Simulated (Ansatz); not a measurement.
Relaxation of F₂H₄SSi₂ (9 atoms, charge 0, multiplicity 1), to a largest force component of 0.015 eV/Å in at most 40 steps.

Method: RKS BLYP-D4/6-31G (Ansatz 0.2.0).

```xyz
9
Properties=species:S:1:pos:R:3
F -1.293 0.186 1.845
Si 0.173 0.391 1.331
Si 0.411 -0.437 -0.829
F 0.244 -2.010 -0.866
S -0.908 0.479 -2.224
H 0.523 1.858 1.379
H 1.093 -0.308 2.301
H 1.868 -0.176 -1.305
H -2.023 -0.029 -1.650
```

Q: Where does it end, and by what steps?

A: The run converged. Limits of this set-up: no polarisation functions. After 12 steps the energy has fallen by 1.013 eV; F1 moved furthest, 0.62 Å.

```json
{"step": "0", "energy less start (eV)": "0.0000", "largest force component (eV/Å)": "5.679", "accepted": "yes"}
{"step": "1", "energy less start (eV)": "-0.7194", "largest force component (eV/Å)": "2.898", "accepted": "yes"}
{"step": "2", "energy less start (eV)": "-0.9020", "largest force component (eV/Å)": "0.843", "accepted": "yes"}
{"step": "3", "energy less start (eV)": "-0.9879", "largest force component (eV/Å)": "0.324", "accepted": "yes"}
{"step": "4", "energy less start (eV)": "-0.9943", "largest force component (eV/Å)": "0.181", "accepted": "yes"}
{"step": "5", "energy less start (eV)": "-1.0002", "largest force component (eV/Å)": "0.081", "accepted": "yes"}
{"step": "6", "energy less start (eV)": "-1.0037", "largest force component (eV/Å)": "0.232", "accepted": "yes"}
{"step": "7", "energy less start (eV)": "-1.0083", "largest force component (eV/Å)": "0.112", "accepted": "yes"}
{"step": "8", "energy less start (eV)": "-1.0097", "largest force component (eV/Å)": "0.094", "accepted": "yes"}
{"step": "9", "energy less start (eV)": "-1.0120", "largest force component (eV/Å)": "0.045", "accepted": "yes"}
{"step": "10", "energy less start (eV)": "-1.0122", "largest force component (eV/Å)": "0.040", "accepted": "yes"}
{"step": "11", "energy less start (eV)": "-1.0125", "largest force component (eV/Å)": "0.031", "accepted": "yes"}
{"step": "12", "energy less start (eV)": "-1.0126", "largest force component (eV/Å)": "0.011", "accepted": "yes"}
```

```xyz
9
Properties=species:S:1:pos:R:3
F -1.519 0.512 1.373
Si 0.208 0.391 1.306
Si 0.599 -0.459 -0.885
F 0.730 -2.179 -0.787
S -1.132 0.215 -2.147
H 0.793 1.777 1.451
H 0.670 -0.521 2.417
H 1.828 0.031 -1.610
H -2.091 0.188 -1.135
```

Time of the run: 17 s on 1 thread of AMD EPYC 9R45 96-Core Processor (Zen 5), on a shared host, peak memory 0.16 GiB.
